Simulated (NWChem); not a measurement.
System: HfH4S3; SMILES [SH][HfH]([SH])[SH]

Input file for NWChem:

```
start job
memory heap 200 mb stack 900 mb global 1100 mb
geometry units angstroms noautoz
  Hf     0.036970     0.068486    -0.168658
  H      0.149563    -0.024608    -1.996955
  S     -0.729590     2.326636     0.299717
  H      0.505923     2.716312     0.698789
  S     -1.567365    -1.648728     0.448006
  H     -0.570980    -2.561986     0.562520
  S      2.307525    -0.388549     0.543773
  H      2.569426    -0.321347    -0.792728
end
basis spherical
  * library def2-svp
end
ecp
  Hf library def2-ecp
end
dft
  xc xpbe96 cpbe96
  iterations 150
  mulliken
end
task dft energy
```

Structure relaxed at the PBE0/def2-SVP level. No frequency run checked for a minimum. def2 effective core potentials on Hf; no spin-orbit coupling.

Task: Give the results of this calculation. (PBE/def2-SVP with def2 effective core potentials on Hf.) Quantities: energy (Ha); highest occupied level (eV); orbital gap (eV); dipole (D).

Result: 
```
Property                       Result
---------------------------  --------
energy (Ha)                  -1244.24
highest occupied level (eV)     -6.77
orbital gap (eV)                 3.82
dipole (D)                       1.55
```
